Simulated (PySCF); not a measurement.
## Potential energy of NaI along the bond

Set-up: Na def2-SVPD, I def2-SVPD with ECP28; scalar-relativistic core potentials (PySCF 2.14). Energies in eV from Na + I in their ground configurations at the same level. State: ¹Σ⁺ (singlet), closed shell.

All columns are PBE0. A positive dipole means Na(−)I(+).

| R (Å) | E (eV) | μ (D) | Mulliken charge on Na (basis-dependent) | HOMO (eV) | LUMO (eV) | Mayer bond order | ⟨S²⟩ |
| --- | --- | --- | --- | --- | --- | --- | --- |
| 2.356 | -2.773 | -7.78 | 0.79 | -6.25 | -1.54 | 0.43 | 0.00 |
| 2.465 | -3.056 | -8.15 | 0.78 | -6.14 | -1.62 | 0.44 | 0.00 |
| 2.575 | -3.209 | -8.55 | 0.76 | -6.03 | -1.70 | 0.47 | 0.00 |
| 2.657 | -3.263 | -8.86 | 0.75 | -5.96 | -1.76 | 0.49 | 0.00 |
| 2.739 | -3.277 | -9.18 | 0.73 | -5.89 | -1.83 | 0.51 | 0.00 |
| 2.821 | -3.261 | -9.50 | 0.72 | -5.82 | -1.89 | 0.53 | 0.00 |
| 2.931 | -3.207 | -9.95 | 0.71 | -5.73 | -1.98 | 0.54 | 0.00 |
| 3.068 | -3.100 | -10.52 | 0.70 | -5.62 | -2.10 | 0.54 | 0.00 |
| 3.232 | -2.939 | -11.22 | 0.71 | -5.50 | -2.25 | 0.52 | 0.00 |
| 3.451 | -2.698 | -12.17 | 0.72 | -5.34 | -2.44 | 0.49 | 0.00 |

A fit through these points gives, at Re = 2.734 Å, μ = -9.16 D and dμ/dR = -3.91 D/Å; the reduced mass is 19.46 u.

Q: How strong is the fundamental in the double-harmonic approximation, I = 42.26·(dμ/dR)²/μred km/mol?

A: I = 42.26·(-3.91)²/19.46 = 33.2 km/mol at PBE0.

These are scalar-relativistic numbers at best; spin–orbit coupling would shift them, the dissociation energy most.
